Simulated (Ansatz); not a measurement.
Ansatz (a quantum-chemistry and plane-wave program) input:

Ansatz 0.2 input:
```yaml
crystal:
  periodic: [false, false, false]
  atoms:
    - {symbol: N, position_ang: [-1.15644893, 0.10559007, 0.10949204]}
    - {symbol: C, position_ang: [0.14327585, 0.27480002, -0.02643780]}
    - {symbol: O, position_ang: [1.03921952, -0.59683604, -0.07594837]}
    - {symbol: H, position_ang: [-1.57929984, 1.03526068, 0.10968394]}
    - {symbol: H, position_ang: [0.50103112, 1.35149704, -0.10991451]}
basis:
  gaussian:
    orbitals: def2-TZVPD
hamiltonian:
  xc: {name: CAM-B3LYP}
total_charge: -1
output: {forces: true}
```

Task: What final total energy does it print?

Result: -169.31122 Eh (CAM-B3LYP/def2-TZVPD). The basis has 132 functions.

It need not be the lowest isomer of its formula. Whether it binds its extra electron was not tested at this geometry.
